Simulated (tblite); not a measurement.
Compound: C5H8B2O.
Bonds: B1–C2, C2–B3, C2–C4, C4–C5 (aromatic), C5–C6 (aromatic), C6–C7 (aromatic), C7–O8 (aromatic), C4–O8 (aromatic). Hydrogens: H9, H10 on B1; H11 on C2; H12, H13 on B3; H14 on C5; H15 on C6; H16 on C7.

Computed with GFN2-xTB (tblite), gas phase: L-BFGS steps from a force-field or distance-geometry start until the largest atomic force falls under 0.01 eV/Å.

Step 28: E = -578.9500 eV
```
atom  x, y, z in Å  |  force x, y, z in eV/Å
B1     -1.7205    1.5540    0.4423    0.066  -0.042  -0.071
C2     -1.2434    0.2967   -0.3609    0.024  -0.023  -0.035
B3     -1.7607   -1.1205    0.1413    0.035   0.054  -0.015
C4      0.2240   -0.0004   -0.2205   -0.065   0.026   0.036
C5      1.2505   -0.0579   -1.1246   -0.167  -0.015  -0.027
C6      2.4260   -0.3183   -0.3791   -0.030   0.032  -0.083
C7      2.0284   -0.4118    0.9152    0.036   0.047   0.043
O8      0.7061   -0.2184    1.0237   -0.048   0.004  -0.036
H9     -0.9545    2.1801    1.0613   -0.043   0.023   0.114
H10    -2.8377    1.8825    0.3626   -0.038   0.010  -0.005
H11    -1.4764    0.4399   -1.4192    0.057  -0.055  -0.013
H12    -1.7453   -1.3490    1.2868   -0.057  -0.017  -0.002
H13    -2.0635   -1.9546   -0.6223    0.035   0.055   0.002
H14     1.1738    0.0876   -2.1836    0.022  -0.022   0.008
H15     3.4228   -0.4061   -0.7552    0.047  -0.034  -0.043
H16     2.5629   -0.5948    1.8207    0.127  -0.044   0.126
```

Step 29: E = -578.9496 eV
```
atom  x, y, z in Å  |  force x, y, z in eV/Å
B1     -1.7221    1.5555    0.4421    0.090   0.086   0.108
C2     -1.2498    0.3079   -0.3744    0.046  -0.047  -0.011
B3     -1.7444   -1.1150    0.1446    0.093   0.041   0.051
C4      0.2159    0.0049   -0.2305   -0.041  -0.054   0.020
C5      1.2440   -0.0676   -1.1323   -0.106   0.018  -0.007
C6      2.4181   -0.3233   -0.3813   -0.021   0.022  -0.036
C7      2.0178   -0.4052    0.9141    0.003   0.018   0.037
O8      0.6948   -0.2112    1.0147   -0.029   0.059   0.007
H9     -0.9636    2.1333    1.1366   -0.253  -0.113  -0.086
H10    -2.8313    1.9149    0.3198    0.092   0.008   0.024
H11    -1.4859    0.4432   -1.4327    0.051  -0.067   0.007
H12    -1.6781   -1.3453    1.2940   -0.118   0.016  -0.151
H13    -2.0547   -1.9551   -0.6128    0.039   0.099   0.045
H14     1.1724    0.0749   -2.1918    0.019  -0.029   0.005
H15     3.4180   -0.4170   -0.7504    0.012  -0.028  -0.053
H16     2.5412   -0.5862    1.8289    0.122  -0.029   0.039
```

Step 30: E = -578.9541 eV
```
atom  x, y, z in Å  |  force x, y, z in eV/Å
B1     -1.7209    1.5547    0.4377    0.003  -0.071  -0.013
C2     -1.2466    0.3031   -0.3697    0.051  -0.024  -0.032
B3     -1.7557   -1.1140    0.1416    0.089   0.023  -0.034
C4      0.2179    0.0044   -0.2199   -0.006  -0.087   0.016
C5      1.2398   -0.0664   -1.1268   -0.009   0.023  -0.007
C6      2.4200   -0.3208   -0.3838   -0.008   0.011   0.012
C7      2.0282   -0.4056    0.9153   -0.022   0.002   0.019
O8      0.7032   -0.2159    1.0211   -0.021   0.069   0.068
H9     -0.9725    2.1449    1.1064    0.019   0.057   0.127
H10    -2.8286    1.9016    0.3396   -0.101   0.039  -0.035
H11    -1.4669    0.4429   -1.4304    0.014  -0.065  -0.016
H12    -1.7088   -1.3397    1.2875   -0.101  -0.015  -0.023
H13    -2.0549   -1.9563   -0.6171    0.027   0.094   0.031
H14     1.1626    0.0800   -2.1847    0.019  -0.029  -0.024
H15     3.4194   -0.4142   -0.7579   -0.032  -0.018  -0.046
H16     2.5562   -0.5898    1.8297    0.077  -0.009  -0.042
```

Q: Estimate the geometry and energy of step 31. (The exact step hangs on the optimiser's Hessian estimate; all steps are aligned on step 30, rigid shifts and turns removed.)

A: E = -578.9555 eV, largest force 0.103 eV/Å
```
atom  x, y, z in Å  |  force x, y, z in eV/Å
B1     -1.7207    1.5540    0.4383   -0.015  -0.033  -0.002
C2     -1.2462    0.3027   -0.3702    0.031   0.001  -0.016
B3     -1.7534   -1.1140    0.1411    0.070   0.021  -0.012
C4      0.2175    0.0028   -0.2203   -0.001  -0.058   0.017
C5      1.2398   -0.0657   -1.1269    0.000   0.006  -0.004
C6      2.4196   -0.3205   -0.3833   -0.010   0.009   0.011
C7      2.0271   -0.4057    0.9157   -0.004   0.011   0.013
O8      0.7021   -0.2146    1.0217    0.000   0.047   0.048
H9     -0.9710    2.1460    1.1075   -0.016   0.029   0.098
H10    -2.8305    1.9019    0.3388   -0.042   0.020  -0.027
H11    -1.4687    0.4423   -1.4301    0.021  -0.063  -0.026
H12    -1.7099   -1.3402    1.2871   -0.094  -0.012  -0.020
H13    -2.0550   -1.9550   -0.6164    0.027   0.074   0.011
H14     1.1646    0.0795   -2.1852    0.010  -0.028  -0.017
H15     3.4190   -0.4144   -0.7578   -0.039  -0.016  -0.038
H16     2.5580   -0.5901    1.8285    0.062  -0.007  -0.036
```

The energy changes by -0.0014 eV. The first-order estimate −F·Δx gives -0.0017 eV and the mean of the old and new forces, exact on a quadratic surface, -0.0014 eV. The step makes an angle of 39° with the force vector and moves no atom by more than 0.002 Å.

What follows is the cost of the whole relaxation. Time: 0.43 s. Hardware: an AMD EPYC 9R45 with one thread, shared host.
